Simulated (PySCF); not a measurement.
Molecule: `O(CC)[SiH2]S[SiH3]`, C2H10OSSi2.

Mapped SMILES: `[CH3:1][CH2:2][O:3][SiH2:4][S:5][SiH3:6]`. Each H is labelled by its parent atom.

Geometry PBE0-D3(BJ)/def2-SVP throughout; GIAO in PySCF 2.14, gas phase, one conformer, non-relativistic; equivalent atoms averaged; functional PBE0.

For orientation, STO-3G gives these absolute shieldings σ: C2 182.4, C1 217.4, O3 413.5, Si6 564.1, S5 1033.5, H(Si4) 30.07, H(Si6) 30.81, H(C2) 30.97, H(C1) 31.95 ppm.

A run gave: C2 127.0, C1 168.7, O3 267.4, Si6 385.4, S5 765.7, H(Si4) 25.78, H(Si6) 26.53, H(C2) 27.61, H(C1) 30.35 ppm (absolute shieldings σ).

Task: Which basis set was used in that run?
A. cc-pVDZ
B. def2-TZVP
C. aug-cc-pVDZ
D. pcSseg-0

Result: B. S5 tells them apart best: def2-TZVP gives 765.7, pcSseg-0 gives 889.4, cc-pVDZ gives 817.9, aug-cc-pVDZ gives 817.0 ppm.
